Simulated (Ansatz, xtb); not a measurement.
## CH8BN2: where a starting geometry ends

The starting geometry of this gas-phase doublet was built from a drawn formula by distance geometry and a force field; its bonds are those of `[CH2][NH2+][BH2-]N`.

```csv
atom,x (Å),y (Å),z (Å)
C,-1.5305,-2.0996,0.7568
B,-0.7459,-0.1448,-0.6192
N,-0.3387,-1.5397,0.0392
N,0.4187,0.3752,-1.3660
H,-1.3621,-3.1717,1.0212
H,-1.7674,-1.5108,1.6443
H,-0.0841,-2.2246,-0.7100
H,0.3674,-1.4130,0.7295
H,-1.1116,0.5959,0.2227
H,-1.6667,-0.3448,-1.3831
H,0.0835,1.2568,-1.8708
H,1.1337,0.6878,-0.6126
```

Q: Where would you expect an optimisation with r2SCAN-D4/def2-SVP to take it?

A: It loosens into CH4N + BH4N, which stay close as a complex. Contacts that open: B2–N3 (1.60 → 2.39 Å).

The energy falls by 1.09 eV over 20 steps:

```csv
step,E − E(last) (eV)
1,1.093
3,0.276
5,0.121
7,0.073
9,0.017
12,0.008
14,0.002
16,0.000
18,0.000
20,0.000
```

Final geometry (Å):

```xyz
12

C    -1.2952   -2.4535    1.0133
B    -0.8826    0.3115   -0.7112
N    -0.2988   -1.7682    0.3194
N     0.3105    0.7217   -1.3428
H    -2.0559   -2.9511    0.4078
H    -1.5849   -2.0414    1.9825
H     0.0562   -2.2382   -0.5101
H     0.4742   -1.4308    0.8882
H    -1.1495    0.7734    0.3771
H    -1.7234   -0.2555   -1.3749
H     0.5430    0.4878   -2.2998
H     1.0026    1.3110   -0.8974
```

From the same start GFN2-xTB reaches the same bonding as this run.

The end wasn't checked by frequencies. Open shells are spin-unrestricted. Run with Ansatz 0.2.0, 2.1 min on 2 threads of Arm Neoverse V1, with other jobs on the host.
